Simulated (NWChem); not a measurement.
System: TiH₄O₂; SMILES [OH][TiH2][OH]

```xyz
7

Ti     0.0000     0.0000    -0.4098
O      1.5150    -0.0006     0.4740
H      2.0645    -0.0009     1.2660
O     -1.5150     0.0006     0.4740
H     -2.0645     0.0009     1.2660
H     -0.0006    -1.3773    -1.4192
H      0.0006     1.3773    -1.4192
```
Atoms are numbered in this order, from 1.

Level: B3LYP/6-31G* (spherical d) (NWChem), optimised geometry, unscaled harmonic frequencies. B3LYP is NWChem's, with the RPA form of VWN correlation.

```csv
frequency (cm⁻¹),IR intensity (km/mol)
171,2.1
172,140.6
195,233.2
219,0.0
371,79.3
381,139.5
564,108.8
602,45.7
612,0.0
824,142.6
902,320.1
1710,381.7
1739,194.5
3870,261.6
3875,269.2
```

| Item | Result |
|---|---|
| zero-point energy | 23.2 kcal/mol |
| thermal correction to the enthalpy at 298.15 K (with zero-point energy) | 27.8 kcal/mol |
| heat capacity Cv | 20.7 cal/(mol K) |
| entropy at 298.15 K and 1 atm (symmetry number 2) | 74.4 cal/(mol K) |
| dipole moment | 4.13 D |

Rigid rotor and harmonic oscillator.
